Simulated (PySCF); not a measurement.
# Excitation energy of P by level of theory

P [Ne] 3s2 3p3 (4S) → P [Ne] 3s2 3p2 3d1 (high-spin determinant), as a difference of total energies. Calculation: PySCF 2.14, in aug-cc-pV(5+d)Z (8s7p6d4f3g2h, 136 functions); the non-relativistic Hamiltonian (point nucleus). Correlated levels: valence: [Ne] frozen. The calculations carry no spin-orbit coupling.

```csv
method,excitation energy (eV)
UHF,8.796
LDA,8.446
PBE,8.362
PBE0,8.593
r2SCAN,8.783
MP2 (valence),8.991
SCS-MP2 (valence),8.920
```

Problem. How much does correlation contribute at MP2 (valence)?

Solution. 8.991 − (8.796) = 0.195 eV, measured against UHF.

A first-order spin-orbit estimate (lowest level to lowest level, LS coupling) adds -0.022 eV.

The promoted electron is Rydberg-like, and one or two diffuse shells describe it only roughly, which tends to raise the upper state.

The determinant of the upper state mixes LS terms, which raises its energy above the lowest term, most at the Hartree-Fock and MP2 levels.
